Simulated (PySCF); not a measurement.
N2O, charge +1, doublet, at a GFN2-xTB geometry (a state made from the parent by changing its charge; the spin is typed, not shown lowest); B3LYP/STO-3G run with PySCF.

Here is a job for PySCF.
```python
from pyscf import gto, scf, dft

mol = gto.M(
    atom='''
N    -0.00000000   -0.00000000   -1.18125411
N    -0.00000000   -0.00000000   -0.04900305
O     0.00000000    0.00000000    1.07647501
''',
    basis='sto-3g',
    charge=1,
    spin=1,
    verbose=4,
)

mf = dft.UKS(mol)
mf.xc = 'b3lyp'
mf.grids.level = 2
mf.kernel()
mf.analyze()
```

### Question
Predict the main parts of the log of this PySCF run.

### Answer

```
PySCF version 2.14.0

[INPUT] verbose = 4
[INPUT] num. atoms = 3
[INPUT] num. electrons = 21
[INPUT] charge = 1
[INPUT] spin (= nelec alpha-beta = 2S) = 1
[INPUT] symmetry False subgroup None
[INPUT] Mole.unit = angstrom
[INPUT] Symbol           X                Y                Z      unit          X                Y                Z       unit  Magmom
[...]
nuclear repulsion = 62.356622849153
number of shells = 9
number of NR pGTOs = 45
number of NR cGTOs = 15
basis = sto-3g
ecp = {}

******** <class 'pyscf.dft.uks.UKS'> ********
method = UKS
initial guess = minao
damping factor = 0
level_shift factor = 0
DIIS = <class 'pyscf.scf.diis.CDIIS'>
diis_start_cycle = 1
diis_space = 8
diis_damp = 0
SCF conv_tol = 1e-09
SCF conv_tol_grad = None
SCF max_cycles = 50
direct_scf = True
direct_scf_tol = 1e-13
number electrons alpha = 11  beta = 10
XC library pyscf.dft.libxc version 7.1.2
    S. Lehtola, C. Steigemann, M. J. T. Oliveira, and M. A. L. Marques,  SoftwareX 7, 1–5 (2018)
XC functionals = b3lyp
    P. J. Stephens, F. J. Devlin, C. F. Chabalowski, and M. J. Frisch,  J. Phys. Chem. 98, 11623 (1994)
radial grids:
    Treutler-Ahlrichs [JCP 102, 346 (1995); DOI:10.1063/1.469408] (M4) radial grids

becke partition: Becke, JCP 88, 2547 (1988); DOI:10.1063/1.454033
pruning grids: <function nwchem_prune>
grids dens level: 2
symmetrized grids: False
atomic radii adjust function: <function treutler_atomic_radii_adjust>
small_rho_cutoff = 0
Set gradient conv threshold to 3.16228e-05
tot grids = 33192
init E= -183.067249965341

cycle= 1 E= -181.546980791642  delta_E= 1.52  |g|= 0.47  |ddm|=  2.2
cycle= 2 E= -181.460725574867  delta_E= 0.0863  |g|= 0.629  |ddm|= 1.34
cycle= 3 E= -181.670434834699  delta_E= -0.21  |g|= 0.02  |ddm|= 0.759
cycle= 4 E= -181.670019993952  delta_E= 0.000415  |g|= 0.0419  |ddm|= 0.07
cycle= 5 E= -181.67107535579  delta_E= -0.00106  |g|= 0.00738  |ddm|= 0.055
cycle= 6 E= -181.671133928495  delta_E= -5.86e-05  |g|= 0.0004  |ddm|= 0.0159
cycle= 7 E= -181.671134271726  delta_E= -3.43e-07  |g|= 0.0001  |ddm|= 0.0016
cycle= 8 E= -181.671134285092  delta_E= -1.34e-08  |g|= 2.29e-05  |ddm|= 0.000297
cycle= 9 E= -181.671134285527  delta_E= -4.36e-10  |g|= 2.12e-06  |ddm|= 4.64e-05
Extra cycle  E= -181.671134285547  delta_E= -1.98e-11  |g|= 1.39e-06  |ddm|= 1.1e-05
converged SCF energy = -181.671134285547  <S^2> = 0.76600962  2S+1 = 2.0159461
**** SCF Summaries ****
Total Energy =                        -181.671134285547112
Nuclear Repulsion Energy =              62.356622849152998
One-electron Energy =                 -360.539022492307538
Two-electron Energy =                  116.511265357607414
Two-electron Coulomb Energy =          138.140795337836011
DFT Exchange-Correlation Energy =      -21.629529980228604
**** MO energy ****
                             alpha | beta                alpha | beta
[...]
To work with the spin densities directly, `use mulliken_meta_spin()` only printing them here.

 ** Mulliken spin pop alpha/beta on meta-lowdin orthogonal AOs **
 ** Mulliken Spin Density (per AO)  **
spin_pop of  0 N 1s       -0.00000
spin_pop of  0 N 2s        0.00695
spin_pop of  0 N 2px       0.36514
spin_pop of  0 N 2py       0.10458
spin_pop of  0 N 2pz       0.00164
spin_pop of  1 N 1s        0.00000
spin_pop of  1 N 2s       -0.01199
spin_pop of  1 N 2px      -0.07641
spin_pop of  1 N 2py      -0.03703
spin_pop of  1 N 2pz      -0.01103
spin_pop of  2 O 1s       -0.00000
spin_pop of  2 O 2s        0.00664
spin_pop of  2 O 2px       0.50436
spin_pop of  2 O 2py       0.13935
spin_pop of  2 O 2pz       0.00779
 ** Mulliken Spin Density (per atom)  **
spin density of  0 N =      0.47831
spin density of  1 N =     -0.13645
spin density of  2 O =      0.65814
 ** Mulliken pop alpha/beta on meta-lowdin orthogonal AOs **
 ** Mulliken pop       alpha | beta **
[...]
In total            11.00000 | 10.00000
 ** Mulliken atomic charges   ( Nelec_alpha | Nelec_beta ) **
charge of  0N =      0.30390  (     3.58721      3.10890 )
charge of  1N =      0.35577  (     3.25389      3.39034 )
charge of  2O =      0.34033  (     4.15891      3.50076 )

WARN: System has nonzero charge 1; the dipole moment is origin-dependent.
Location of origin: [0. 0. 0.]

Dipole moment(X, Y, Z, Debye):  0.00000,  0.00000,  0.21741
```
